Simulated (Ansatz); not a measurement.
Reactions of C$_{2}$H$_{7}$FOSi, SMILES `CO[SiH](C)F`.

Isolated molecules relaxed with PBE0-D4/def2-TZVP in Ansatz; ΔE leaves out vibrations. CCSD(T)/CBS is the MP2 limit (def2-TZVPP, def2-QZVPP) plus CCSD(T) − MP2 in def2-TZVPP, frozen cores. This one scheme is used for every species. Open shells (•) are unrestricted, without spin–orbit coupling. For Br outer-core shells are correlated without core-valence functions, which leaves a few kJ/mol of doubt a bond. Scalar relativity is left out up to krypton. Each species was taken in one conformer, which may not be the lowest.

(1) Order these by ΔE at CCSD(T)/CBS, lowest first. (Estimate.)
A. `CO[SiH](C)F` + `C[Si](N)(O)Br` → `CO[Si](C)(N)Br` + `CO[SiH2]F`
B. `CO[SiH](C)F` → `C[O]`• + `C[SiH]F`•
C. `CO[SiH](C)F` + `S=CS` → `CSC=S` + `C[SiH](O)F`
D. `CO[SiH](C)F` + H₂ → `CO[SiH2]F` + CH₄
E. `CO[SiH](C)F` + HCl → `CO[SiH](C)Cl` + H–F
F. `CO[SiH](C)F` + `S[SiH2]Cl` → `CO[SiH](F)S[SiH2]Cl` + CH₄
G. `CO[SiH](C)F` → `C[Si]F` + CH₃OH
H. `CO[SiH](C)F` → `CO[SiH2]F` + `[CH2]` (triplet)

Largest T1 diagnostic: 0.019, for `C[O]`•.

Results:

(1) F (-66.9 kJ/mol), C (-51.3 kJ/mol), D (-12.6 kJ/mol), E (+43.6 kJ/mol), A (+109.9 kJ/mol), G (+315.3 kJ/mol), H (+490.5 kJ/mol), B (+538.4 kJ/mol).
